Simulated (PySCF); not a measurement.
A structure optimised at PBE-D3(BJ)/def2-SVP, used in a PySCF frequency run:

```
C
H 1 1.1068
H 1 1.1070 2 107.99
H 1 1.1070 2 107.99 3 118.50
S 1 1.8498 2 106.38 4 120.75
Mg 5 2.3128 1 102.93 2 -180.00
I 6 2.5727 1 147.81 2 -180.00
```

Question: Write its SMILES, formula and point group.

Answer: C[S][Mg][I], CH3IMgS, Cs

Question: What are its rotational constants (standard atomic weights)?

Answer: 13.612, 0.54945, 0.52996 GHz
